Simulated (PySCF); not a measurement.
PySCF input file for Al(F)2(SiH3) (AlF₂H₃Si), SMILES [Al]([SiH3])([F])[F], B3LYP/pcJ-1. Geometry: B3LYP-D3(BJ)/def2-SVP.

```python
import numpy as np
from pyscf import gto, scf, dft
from pyscf.prop.ssc import rks as ssc

mol = gto.M(
    atom='''
    Al   -0.42041531    0.23130653   -0.29401959
    F    -1.90030505   -0.49789829   -0.49283882
    F    -0.22564234    1.70742193   -1.03249586
    Si    1.37827213   -0.78070623    0.98560258
    H     1.87970072    0.18366889    2.00906532
    H     2.51010481   -1.12478103    0.07374472
    H     0.91331031   -2.02169807    1.66902072
    ''',
    basis='pcJ-1',
    charge=0,
    spin=0,
    max_memory=1600,
    verbose=3,
)
mf = dft.RKS(mol, xc='b3lyp')
mf.grids.level = 3
mf.conv_tol = 1e-10
mf.max_cycle = 100
mf.kernel()
j = ssc.SSC(mf)
j.with_fcsd = True
j.max_cycle_cphf = 80
j.conv_tol = 1e-7
e11 = j.kernel()
```

Output:

```
converged SCF energy = -730.020996750792
Reduced spin-spin coupling constant K (Hz)
               #0        #1        #2        #3        #4
        0 Al   0.00000
        1 F  -59.97373   0.00000
        2 F  -59.94555  -5.42079   0.00000
        3 Si 164.08495   6.29522   6.42245   0.00000
        4 H    2.27024   0.42148  -0.00748  34.57331   0.00000
        5 H    2.22635   0.33606   0.04782  34.25349  -0.09413
        6 H    2.40707  -0.09345   0.61896  35.40573   0.02520
               #5        #6
        5 H    0.00000
        6 H   -0.00439   0.00000
Spin-spin coupling constant J (Hz)
               #0        #1        #2        #3        #4
        0 Al   0.00000
        1 F  -459.30478   0.00000
        2 F  -459.08902 -149.85115   0.00000
        3 Si -265.43594 -36.75864 -37.50154   0.00000
        4 H   18.47097  12.37796  -0.21962 -214.47071   0.00000
        5 H   18.11393   9.86948   1.40430 -212.48674  -2.93687
        6 H   19.58425  -2.74449  18.17757 -219.63452   0.78635
               #5        #6
        5 H    0.00000
        6 H   -0.13711   0.00000
```

The run converged.

Cost: around 3 core-minutes (rough).
